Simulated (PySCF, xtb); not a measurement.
CH₄BrClO₂Si, SMILES CO[Si](O)(Cl)Br. Other conformers were not sampled.

Harmonic wavenumbers (cm⁻¹) from GFN2-xTB (xtb) at its own minimum, in rising order: 56, 104, 111, 127, 186, 211, 245, 276, 312, 407, 564, 762, 805, 929, 1130, 1135, 1173, 1413, 1471, 1474, 2969, 2989, 3014, 3660.

Q: What does B3LYP-D3(BJ)/def2-SVP (PySCF) give at its own minimum? (An estimate is asked for; the answer gives what the named calculation found.)

A: 56, 93, 118, 142, 174, 241, 260, 275, 336, 428, 594, 773, 824, 949, 1153, 1176, 1211, 1474, 1475, 1477, 3015, 3095, 3131, 3874. Paired by order, the mean absolute difference is 36 cm⁻¹ and the zero-point energies are 36.5 and 37.7 kcal/mol.
